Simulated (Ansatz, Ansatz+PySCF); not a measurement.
```yaml
atoms:
  - { symbol: N, position_ang: [0.0000, 0.0000, -1.0978] }
  - { symbol: N, position_ang: [0.0000, 0.0000, 1.0978] }
```

Basis set: STO-3G (spherical functions). Correlated methods keep 2 orbitals frozen. Charge 0, multiplicity 1.

Computed with Ansatz (development build ahead of 0.2.0); each method stands on the lowest determinant of its kind that the runs found. Restricted open shells among the atoms or ions are ROHF, correlated in semicanonical orbitals with singles. Restricted functionals stand beside restricted open-shell atoms, which can lie above the unrestricted atoms usual in DFT and then raise those values.

Give the atomization energy at this shape (free ground-state atoms in the same class of orbitals less the molecule, no zero-point energy) of singlet N2 by PBE0 (unrestricted), PBE0 (restricted), UHF-CCSD(T), UHF-MP2, RHF-MP2, RHF, UHF.

```
             method  atomization energy
PBE0 (unrestricted)      11.09 kcal/mol
  PBE0 (restricted)    -141.33 kcal/mol
        UHF-CCSD(T)       3.06 kcal/mol
            UHF-MP2      -1.22 kcal/mol
            RHF-MP2    -204.30 kcal/mol
                RHF    -269.74 kcal/mol
                UHF      -1.90 kcal/mol
```

Caution for PBE0 (unrestricted), UHF-CCSD(T), UHF-MP2, UHF: the unrestricted determinant is a mixture of spin states. Caution for PBE0 (restricted), RHF-MP2, RHF: an unrestricted determinant lies well below; the molecule lies well above its atoms at this level. Caution for UHF-CCSD(T), UHF-MP2: large amplitudes, a single reference is doubtful. Caution for UHF-CCSD(T), UHF-MP2, RHF-MP2, RHF, UHF: the determinant may break the point group. Caution for UHF-MP2, RHF-MP2: another reference gives a lower total. Caution for RHF-MP2: bonds are stretched, where a single reference can fail.

This basis has no polarisation functions and is too small for such energies, which can lie far from measured ones in either direction.
